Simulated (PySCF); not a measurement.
Compound: C₆H₁₁FO₂Si.
Atom-mapped SMILES: `[CH3:1][O:2][Si@@H:3]([F:4])[C@@H:5]1[CH2:6][C@@H:7]1[CH2:8][CH:9]=[O:10]`

NICS is the negative of the GIAO shielding at a point without a nucleus: at the ring centre (0) and 1 Å above and below it (1); zz is the component along the ring normal. Level: GIAO PBE0/pcSseg-1 (PySCF, non-relativistic, gas phase) on the GFN2-xTB geometry, one conformer.

Ring bond lengths (Å), with Mayer bond orders in brackets: C5–C6 1.509 (0.95), C6–C7 1.492 (0.95), C7–C5 1.505 (0.94).

Problem. Give the NICS values of each ring in ppm.

Solution. 
```tsv
ring	type	NICS(0)	NICS(1), two faces	NICS(1)zz, two faces	rms pucker (Å)	centre to ring atoms, mean (Å)
C5–C6–C7	3-membered carbocycle; formal bonds all single	-44.9	-9.5 / -8.3	-23.1 / -23.6	0.00	0.87
```

Problem. What can be read from them?

Solution. 
- C5–C6–C7: mean NICS(1)zz -23.4 ppm, shielded. C5, C6, C7 have four or more neighbours, and the NICS criterion for π rings isn't applied. NICS(0) lies 36 ppm below the mean NICS(1).

Problem. What is the mean of the two in-plane components of NICS at the second NICS(1) probe listed for ring C5–C6–C7, 1 Å off the ring?

Solution. The isotropic value is a third of the trace: (3 × -8.3 − (-23.6))/2 = -0.7 ppm.

The run took 2.0 min (grids of density and orbitals included) on Arm Neoverse N1, one thread (shared host), and the process peaked at 1.1 GiB of memory. This is the whole shielding run at PBE0/pcSseg-1, SCF included.

The values belong to the conformer `[CH3:1][O:2][Si@@H:3]([F:4])[C@@H:5]1[CH2:6][C@@H:7]1[CH2:8][CH:9]=[O:10]`: C1–O2–Si3–F4 59°, O2–Si3–C5–C6 -98°, C6–C7–C8–C9 -151°, C7–C8–C9–O10 7°.
